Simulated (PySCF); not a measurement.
C₂H₅ClSi₂, SMILES C#C[Si@@H]([SiH3])Cl.

Coordinates come from a PBE0-D3(BJ)/def2-SVP optimisation. The structure was generated by enumeration; whether it is a known compound was not checked.

Level of theory: CAM-B3LYP/def2-TZVP (PySCF).

- total energy: -1118.42706 hartree
- highest occupied level: -9.27 eV
- lowest empty level: 0.06 eV
- orbital gap: 9.33 eV
- dipole moment: 1.70 D
- quadrupole, principal values (traceless, Buckingham form, about the centre of nuclear charge): -5.69, -3.07, 8.76 D·Å
- mean static polarisability: 87.0 bohr³ (12.90 Å³)
- polarisability, principal values: 70.0, 86.6, 104.5 bohr³
